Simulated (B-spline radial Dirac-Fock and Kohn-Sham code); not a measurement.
Magnetic form factor of the 4f shell of Sm

System: neutral samarium in the configuration [Xe] 4f5 5d1 6s2 (not the ground configuration).

Input of the calculation (task.json; shells as n, l, electrons):

```json
{"items": [{
  "Z": 62,
  "q": 0,
  "cfg": [[1, 0, 2], [2, 0, 2], [2, 1, 6], [3, 0, 2], [3, 1, 6], [3, 2, 10], [4, 0, 2], [4, 1, 6], [4, 2, 10], [4, 3, 5], [5, 0, 2], [5, 1, 6], [5, 2, 1], [6, 0, 2]],
  "A": 152,
  "rrms": 5.0819,
  "do": ["scatter"],
  "s": [0.0, 0.08, 0.09, 0.11, 0.13, 0.16, 0.2, 0.24, 0.29, 0.35, 0.42, 0.5, 0.61, 0.73, 0.89, 1.07, 1.29, 1.56, 1.88, 2.27, 2.74, 3.3, 3.99],
  "pz": [0, 0.1, 0.15, 0.22, 0.32, 0.46, 0.68, 1.0, 1.5, 2.1, 3.1, 4.6, 6.8, 9.9, 15.0, 21.0, 31.0, 46.0, 68.0, 99.0, 150.0],
  "hv_scatter": [2000, 8047.8, 17479.3, 30000, 50000, 200000, 500000, 1000000]
}]}
```

Launch: `python xray_run.py task.json out`

Method: configuration-average Dirac-Fock orbitals. Computed with a radial finite-basis atomic code. ⟨j_K⟩ is the integral of the 4f radial density with the spherical Bessel function j_K(4πsr), s = sin θ/λ.

| s (Å⁻¹) | ⟨j0⟩ | ⟨j2⟩ | ⟨j4⟩ | ⟨j6⟩ |
| --- | --- | --- | --- | --- |
| 0 | 1.0000 | 0.0000 | 0.0000 | 0.0000 |
| 0.08 | 0.9541 | 0.0181 | 0.0002 | 0.0000 |
| 0.09 | 0.9425 | 0.0226 | 0.0003 | 0.0000 |
| 0.11 | 0.9159 | 0.0327 | 0.0007 | 0.0000 |
| 0.13 | 0.8854 | 0.0441 | 0.0013 | 0.0000 |
| 0.16 | 0.8338 | 0.0627 | 0.0027 | 0.0001 |
| 0.2 | 0.7574 | 0.0888 | 0.0057 | 0.0003 |
| 0.24 | 0.6766 | 0.1142 | 0.0101 | 0.0008 |
| 0.29 | 0.5754 | 0.1426 | 0.0175 | 0.0019 |
| 0.35 | 0.4608 | 0.1691 | 0.0284 | 0.0042 |
| 0.42 | 0.3434 | 0.1883 | 0.0425 | 0.0081 |
| 0.5 | 0.2344 | 0.1962 | 0.0582 | 0.0141 |
| 0.61 | 0.1265 | 0.1885 | 0.0761 | 0.0238 |
| 0.73 | 0.0531 | 0.1658 | 0.0885 | 0.0344 |
| 0.89 | 0.0031 | 0.1280 | 0.0937 | 0.0461 |
| 1.07 | -0.0169 | 0.0883 | 0.0886 | 0.0540 |
| 1.29 | -0.0194 | 0.0518 | 0.0743 | 0.0566 |
| 1.56 | -0.0134 | 0.0246 | 0.0543 | 0.0523 |

Radial moments of the shell: ⟨r²⟩ = 1.007, ⟨r⁴⟩ = 2.570, ⟨r⁶⟩ = 14.55 in powers of bohr.
